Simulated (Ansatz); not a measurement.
A nudged elastic band was laid between two geometries of a periodic cell of 17 atoms, Li16C (host Li, host structure bcc, interstitial C).

These are results of Ansatz 0.2.0, DFT PBE-D3(BJ), scalar-relativistic, plane waves, PAW, not measurements. Settings: cutoff 420 eV, k mesh 4x4x4, fermi-dirac smearing 0.05 eV, no spin polarisation.

* movable images: 3
* climbing image: yes
* spring: 50.0 eV/Å²
* optimiser: fire
* start path: default
* force threshold: 0.05 eV/Å
* iteration limit: 17
* end points: relaxed

Initial state:

```xyz
17
Lattice="6.9800 0.0000 0.0000 0.0000 6.9800 0.0000 0.0000 0.0000 6.9800" Properties=species:S:1:pos:R:3
Li 0.001 0.234 -0.210
Li 3.492 -0.171 -0.212
Li 0.002 2.809 0.411
Li 0.001 0.234 3.698
Li 1.954 1.505 1.744
Li 3.491 3.773 0.259
Li 3.492 -0.171 3.701
Li 5.029 1.505 1.744
Li 0.002 2.810 3.077
Li 1.335 5.910 1.744
Li 1.958 1.910 5.234
Li 3.491 3.773 3.229
Li 5.648 5.910 1.744
Li 5.024 1.911 5.234
Li 1.486 4.947 5.234
Li 5.496 4.947 5.234
C 0.001 0.869 1.744
```

Final state:

```xyz
17
Lattice="6.9800 0.0000 0.0000 0.0000 6.9800 0.0000 0.0000 0.0000 6.9800" Properties=species:S:1:pos:R:3
Li 0.000 -0.207 0.232
Li 3.491 -0.211 -0.164
Li 0.000 3.696 0.231
Li 0.001 0.404 2.814
Li 1.952 1.745 1.514
Li 3.491 3.700 -0.164
Li 3.490 0.261 3.778
Li 5.029 1.745 1.515
Li 0.001 3.085 2.814
Li 1.957 5.234 1.909
Li 1.341 1.744 5.912
Li 3.490 3.228 3.778
Li 5.024 5.234 1.910
Li 5.640 1.744 5.911
Li 1.485 5.235 4.948
Li 5.496 5.235 4.947
C 0.001 1.744 0.872
```

(1) Which bonds break or form, and what moves?

(2) What energy profile does the band end with?

The band took 17 iterations and roughly 30 core-minutes.

Answers

(1) Contacts lost: Li5–Li10, Li8–Li13. Contacts made: Li5–Li11, Li8–Li14. The atom that moves furthest is C17, by 1.24 Å.

(2) The run ended unconverged. The highest image is number 2 of 0 to 4, 0.188 eV above the ends, which have the same energy within 2 meV. The band didn't meet its force threshold, so its energies are provisional: the largest band force was still 0.13 eV/Å, and over the last iterations the top stayed at 0.19 eV. Limits of this set-up: coarse k mesh.

```csv
image,path coordinate (Å),energy (eV),Li5–Li10 (Å),Li8–Li13 (Å),Li5–Li11 (Å)
0,0.00,0.000,2.65,2.65,3.51
1,0.74,0.118,2.84,2.84,3.25
2,1.49,0.188,3.05,3.05,3.05
3,2.23,0.119,3.25,3.25,2.84
4,2.98,0.000,3.51,3.51,2.65
```

The run took 21 min on 2 threads of Intel(R) Xeon(R) Processor @ 2.50GHz (Skylake/Cascade Lake), on a shared host, peak memory 1.6 GiB.
